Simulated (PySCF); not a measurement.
## Fractional electron number in Mn²⁺ (manganese, charge +2)

The 3d alpha orbital of [Ar] 3d5 is emptied in steps (occupation f), with all orbitals relaxed, ending at [Ar] 3d4. All numbers are calculated (PySCF 2.14, the non-relativistic Hamiltonian (point nucleus), in aug-cc-pVTZ). The exact energy is a straight line in f; departures are measured from the line between the end points of the same method.

Among UHF, LDA, PBE, which shows the largest delocalisation error (convex curve), and which is closest to linear?

Most convex: LDA (-2.077 eV at f = 0.4); closest to linear: UHF (0.541 eV).

| f | UHF (eV) | LDA (eV) | PBE (eV) |
| --- | --- | --- | --- |
| 1 | 0.000 | 0.000 | 0.000 |
| 0.8 | 0.383 | -1.358 | -1.328 |
| 0.6 | 0.557 | -2.057 | -2.009 |
| 0.4 | 0.541 | -2.077 | -2.026 |
| 0.2 | 0.350 | -1.397 | -1.361 |
| 0 | 0.000 | 0.000 | 0.000 |

```csv
method,E(f=0) − E(f=1) (eV),−ε at f=1 (eV),−ε at f=0.4 (eV)
UHF,32.588,35.056,32.059
LDA,34.653,26.256,36.286
PBE,34.257,26.037,35.863
```

Reference removal energy between the ground levels: 33.668 ± 0.012 eV (measured; NIST Atomic Spectra Database, ionization energies). The calculation has no spin-orbit coupling. The determinant left behind need not be the lowest term of the ion. UHF lacks correlation.
